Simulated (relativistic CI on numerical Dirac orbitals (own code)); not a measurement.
Hyperfine structure of Bi12+, mass number 209

Method of calculation: Dirac-Coulomb-Breit CI, orbitals from a KLI potential per configuration, model QED (radiative potential, 1s self-energy scaled to tabulated hydrogen-like ionisation energies), unscaled Slater integrals (own radial code, finite nucleus).

CI space (outside the closed core [Kr] 4d10 4f14): 5s²5p⁶5d³, 5s²5p⁶5d²5f, 5s²5p⁶5d²6s, 5s²5p⁵5d⁴, 5s²5p⁶5d²6p, 5s²5p⁶5d²5g, 5s5p⁶5d⁴, 5s²5p⁶5d6s6p, 5s²5p⁶5d5f6s, 5s²5p⁶5d²6d, 5s²5p⁶5d5f², 5s²5p⁶5f³, 5s²5p⁶5f²6s, 5s²5p⁶5f²6p, 5s²5p⁶5f²5g, 5s²5p⁶5d6s², 5s²5p⁶5f6s², 5s²5p⁶6s²6p, 5s²5p⁶5g6s², 5s²5p⁶5d6p², 5s²5p⁶5f6p², 5s²5p⁶6s6p², 5s²5p⁶6p³, 5s²5p⁶5g6p², 5s²5p⁶5d5f6p, 5s²5p⁶5f6s6p, 5s²5p⁶5f5g6p, 5s²5p⁶5d5g², 5s²5p⁶5f5g², 5s²5p⁶5g²6s, 5s²5p⁶5g²6p, 5s²5p⁶5g³. Double excitations out of closed p, d and f shells are left out; levels of such configurations are missing from the list, as are those of other unlisted configurations, and high levels can miss mixing partners. These lack a partner that the ground configuration has and come out too high: 5s²5p⁶5d²6d.

Nuclear spin I = 9/2, μ = 4.092 μN, Q = -0.516 b (tables of Stone and Pyykkö). The electronic factors are computed for point nuclear moments, without core polarisation or the Bohr-Weisskopf and QED corrections.

```
          Level  E (cm⁻¹)  A (MHz)  B (MHz)
5s²5p⁶5d³ ⁴F3/2       0.0     5212     1530
5s²5p⁶5d³ ⁴F5/2   23171.7     2937      949
5s²5p⁶5d³ ⁴F7/2   35039.2     2923     59.7
5s²5p⁶5d³ ⁴P1/2   39198.6    -2243         
5s²5p⁶5d³ ⁴P5/2   60254.6     1230    -1960
5s²5p⁶5d³ ²G7/2   61415.7     2712     -388
5s²5p⁶5d³ ⁴F9/2   65622.1     2547     -866
5s²5p⁶5d³ ²P1/2   74367.3   -846.9
```

Levels with J = 0, under 50 % of one LS term, or S terms without an open s electron are left out. Small factors come from cancelling terms and can be off by tens of per cent or more.

At this charge energies of transitions that change n are usually good to better than 1 %, and those within a shell (Δn = 0) to a few per cent. Terms inside the open d or f shell come out 10 to 20 % too wide with unscaled integrals. Levels and lines within the n = 5 or 6 shells can be off by up to 10 % or somewhat more, and those that change n by about 2 %, since core polarisation is missing.

Give the hyperfine levels of 5s²5p⁶5d³ ⁴F3/2 relative to its centre of gravity.

With K = F(F + 1) − I(I + 1) − J(J + 1), E = AK/2 + B[¾K(K + 1) − I(I + 1)J(J + 1)]/[2I(2I − 1)J(2J − 1)]: F = 3: -42300, F = 4: -22470, F = 5: 3270, F = 6: 35570 MHz.

LS names give the leading component of a level, which can be under half, so a name can repeat, a term be missing and a line seem to break the LS rules.
